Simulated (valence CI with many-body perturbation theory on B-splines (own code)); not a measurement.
Os62+: electric-dipole lines

Method: configuration interaction combined with many-body perturbation theory (CI+MBPT): four valence electrons over a frozen Dirac-Fock core [Ne], a basis of 11 s, 11 p, 9 d, 7 f, 5 g, 2 h, 1 i functions for each j, with the one-electron correlation potential Σ1, the two-electron term Σ2, the three-electron term Σ3, Breit, model QED; selected CI, second order for the rest (own B-spline code, finite nucleus).

The last digits are not significant, and no measured levels were compared; by estimate large intervals hold to a few tenths of a per cent, small ones and those within an open d or f shell to about a per cent.

Lines 101 to 150 of 236 in falling wavelength, among levels below 103.12 Ry, chosen from the strongest by gf and those to the six lowest levels. Wavelengths and rates use the calculated energies. Electric multipoles are in the length gauge, E1 and E2 with the static RPA response of the core. Weak lines are less certain than strong ones. Lines between different terms over intervals too small for the method are left out, as are lines whose strength nearly cancels. The highest levels of a list are the least certain.

Levels are named by their leading jj configuration (3d3/2^4 stands for four electrons in 3d with j = 3/2), which in mixed levels can hold well under half, so a name can repeat and another be missing. Letters in brackets count levels of one name in rising energy.

```csv
λ vac (nm),Upper,Lower,A (s⁻¹),S (a.u.)
3.433,(3s^2 3p3/2 3d5/2) J=1,(3s^2 3p3/2^2) J=2,6.26e+10,3.75e-03
3.364,(3s 3p1/2 3p3/2 3d5/2) J=3 [c],(3s 3p1/2 3p3/2^2) J=2 [a],1.42e+11,1.87e-02
3.360,(3s 3p1/2 3p3/2 3d5/2) J=3 [d],(3s 3p1/2 3p3/2^2) J=3,5.32e+10,6.97e-03
3.279,(3s 3p1/2 3p3/2 3d5/2) J=2 [d],(3s 3p1/2 3p3/2^2) J=3,3.91e+10,3.40e-03
2.266,(3s 3p1/2 3p3/2 3d3/2) J=2 [a],(3s^2 3p1/2 3d3/2) J=2,1.95e+10,5.61e-04
2.239,(3s 3p1/2 3p3/2^2) J=2 [a],(3s^2 3p1/2 3p3/2) J=2,1.89e+10,5.25e-04
2.232,(3s 3p1/2 3p3/2 3d5/2) J=2 [a],(3s^2 3p1/2 3d5/2) J=2,3.08e+11,8.44e-03
2.226,(3s 3p1/2 3p3/2 3d3/2) J=1 [a],(3s^2 3p1/2 3d3/2) J=2,2.37e+10,3.88e-04
2.203,(3s 3p1/2 3p3/2 3d3/2) J=3 [a],(3s^2 3p1/2 3d3/2) J=2,2.13e+10,7.87e-04
2.201,(3s 3p1/2 3p3/2^2) J=2 [a],(3s^2 3p1/2 3p3/2) J=1,6.51e+11,1.71e-02
2.183,(3s 3p1/2 3p3/2 3d3/2) J=2 [b],(3s^2 3p1/2 3d3/2) J=2,5.99e+10,1.54e-03
2.174,(3s 3p1/2 3p3/2 3d3/2) J=2 [a],(3s 3p1/2^2 3p3/2) J=1,3.01e+11,7.63e-03
2.167,(3s^2 3d3/2^2) J=2,(3s^2 3p1/2 3d5/2) J=3,8.17e+10,2.05e-03
2.164,(3s 3p1/2 3p3/2^2) J=3,(3s^2 3p1/2 3p3/2) J=2,4.49e+11,1.57e-02
2.156,(3s 3p1/2 3p3/2 3d5/2) J=3 [b],(3s^2 3p1/2 3d5/2) J=3,3.28e+11,1.14e-02
2.147,(3s 3p1/2 3p3/2 3d3/2) J=0 [a],(3s 3p1/2^2 3p3/2) J=1,8.35e+10,4.08e-04
2.143,(3s 3p1/2 3p3/2 3d5/2) J=4 [b],(3s^2 3p1/2 3d5/2) J=3,1.52e+11,6.64e-03
2.137,(3s 3p1/2 3p3/2 3d3/2) J=1 [a],(3s 3p1/2^2 3p3/2) J=1,3.14e+07,4.53e-07
2.124,(3p1/2^2 3p3/2 3d3/2) J=2,(3s 3p1/2^2 3d3/2) J=2,3.08e+11,7.29e-03
2.122,(3s 3p1/2 3p3/2 3d5/2) J=2 [b],(3s^2 3p1/2 3d5/2) J=3,3.16e+11,7.44e-03
2.105,(3s 3p3/2^3) J=2,(3s 3p1/2^2 3d3/2) J=2,2.72e+11,6.26e-03
2.099,(3s 3p1/2 3p3/2 3d5/2) J=3 [c],(3s^2 3p1/2 3d5/2) J=3,8.24e+10,2.64e-03
2.097,(3s 3p1/2 3p3/2 3d3/2) J=2 [b],(3s 3p1/2^2 3p3/2) J=1,7.60e+11,1.73e-02
2.095,(3s 3p1/2 3p3/2 3d5/2) J=3 [c],(3s^2 3p1/2 3d5/2) J=2,1.93e+12,6.12e-02
2.094,(3p1/2^2 3p3/2 3d3/2) J=2,(3s 3p1/2^2 3d3/2) J=1,1.19e+11,2.71e-03
2.092,(3s 3p1/2 3p3/2 3d3/2) J=1 [d],(3s^2 3p1/2 3d3/2) J=1,8.19e+11,1.11e-02
2.091,(3s 3p3/2^3) J=2,(3s^2 3p3/2^2) J=2,2.27e+12,5.12e-02
2.089,(3s 3p1/2 3p3/2 3d5/2) J=4 [c],(3s^2 3p1/2 3d5/2) J=3,1.28e+12,5.17e-02
2.086,(3s 3p1/2 3p3/2 3d3/2) J=2 [e],(3s^2 3p1/2 3d3/2) J=1,2.17e+12,4.86e-02
2.086,(3s 3p1/2 3p3/2^2) J=0,(3s^2 3p1/2 3p3/2) J=1,8.41e+11,3.77e-03
2.084,(3s 3p1/2 3p3/2 3d3/2) J=2 [c],(3s^2 3p1/2 3d3/2) J=2,1.10e+12,2.47e-02
2.076,(3s 3p1/2 3p3/2 3d3/2) J=0 [b],(3s^2 3p1/2 3d3/2) J=1,1.50e+12,6.60e-03
2.075,(3s 3p1/2 3p3/2 3d5/2) J=1 [b],(3s^2 3p1/2 3d5/2) J=2,6.31e+11,8.35e-03
2.071,(3s 3p1/2 3p3/2 3d3/2) J=2 [a],(3s 3p1/2^2 3p3/2) J=2,8.26e+10,1.81e-03
2.067,(3s 3p1/2 3p3/2^2) J=2 [b],(3s^2 3p1/2 3p3/2) J=2,1.69e+12,3.68e-02
2.065,(3s 3p1/2 3p3/2^2) J=1 [a],(3s^2 3p1/2 3p3/2) J=2,2.09e+10,2.73e-04
2.063,(3s 3p1/2^2 3p3/2) J=1,(3s^2 3p1/2^2) J=0,8.98e+11,1.17e-02
2.060,(3s 3p1/2 3p3/2 3d3/2) J=3 [b],(3s^2 3p1/2 3d3/2) J=2,2.43e+11,7.33e-03
2.052,(3p1/2^2 3p3/2^2) J=0,(3s 3p1/2^2 3p3/2) J=1,1.69e+12,7.21e-03
2.045,(3s 3p1/2 3p3/2 3d3/2) J=1 [b],(3s^2 3p1/2 3d3/2) J=2,2.04e+11,2.58e-03
2.038,(3s 3p1/2 3p3/2 3d3/2) J=1 [a],(3s 3p1/2^2 3p3/2) J=2,4.39e+10,5.50e-04
2.036,(3s 3p1/2 3p3/2 3d3/2) J=2 [d],(3s^2 3p1/2 3d3/2) J=2,2.87e+11,5.98e-03
2.034,(3s 3p1/2 3p3/2^2) J=2 [b],(3s^2 3p1/2 3p3/2) J=1,3.32e+10,6.90e-04
2.033,(3s 3p1/2 3p3/2^2) J=1 [a],(3s^2 3p1/2 3p3/2) J=1,1.38e+12,1.72e-02
2.032,(3s 3p1/2 3p3/2 3d5/2) J=1 [c],(3s^2 3p1/2 3d5/2) J=2,6.12e+11,7.60e-03
2.032,(3s 3p1/2 3p3/2 3d5/2) J=3 [d],(3s^2 3p1/2 3d5/2) J=3,1.39e+12,4.03e-02
2.029,(3s 3p1/2 3p3/2 3d3/2) J=3 [c],(3s^2 3p1/2 3d3/2) J=2,2.75e+12,7.94e-02
2.028,(3s 3p1/2 3p3/2 3d5/2) J=2 [c],(3s^2 3p1/2 3d5/2) J=3,3.09e+11,6.35e-03
2.027,(3s 3p1/2 3p3/2 3d5/2) J=3 [d],(3s^2 3p1/2 3d5/2) J=2,3.21e+11,9.25e-03
2.025,(3s 3p1/2 3p3/2^2) J=1 [b],(3s^2 3p1/2 3p3/2) J=2,3.01e+12,3.71e-02
```
